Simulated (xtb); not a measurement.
Cl2HIOSi, SMILES I[Si](Cl)(O)Cl. All values are semi-empirical tight-binding results from xtb (GFN2-xTB unless named), good for trends rather than for accurate numbers. The structure is a stationary point at GFN2-xTB. The structure was generated by enumeration, and PubChem lists no compound with its InChIKey, so it may never have been made. Other conformers were not sampled.

Optimised geometry:

Bonds (Å): O1–Si2 1.610, O1–H6 0.955, Si2–Cl3 2.010, Si2–Cl4 2.010, Si2–I5 2.443. Angles (°): Si2–O1–H6 125.1, O1–Si2–Cl3 111.7, O1–Si2–Cl4 111.7, O1–Si2–I5 100.8, Cl3–Si2–Cl4 110.3, Cl3–Si2–I5 111.1, Cl4–Si2–I5 111.1.
Charge 0, spin multiplicity 1.

Computed properties:
| Item | Value |
|---|---|
| point group as xtb finds it | Cs |
| orbital gap | 5.97 eV |
| zero-point energy | 11.1 kcal/mol |
| G − E(el) at 298.15 K (modified RRHO) | -10.6 kcal/mol |
| static polarisability (D4 model) | 95.8 bohr³ |
| solvation energy, GFN2-xTB/ALPB(water) | -7.0 kcal/mol |
| solvation energy, GFN2-xTB/ALPB(thf) | -10.8 kcal/mol |

Give the atomic charges and the Wiberg bond orders between heavy atoms. (An estimate is asked for; the answer gives what the named calculation found.)

charges (e) O1 -0.43, Si2 0.60, Cl3 -0.20, Cl4 -0.20, I5 -0.09, H6 0.32. Bond orders O1–Si2 1.22, Si2–Cl3 1.07, Si2–Cl4 1.07, Si2–I5 1.04.
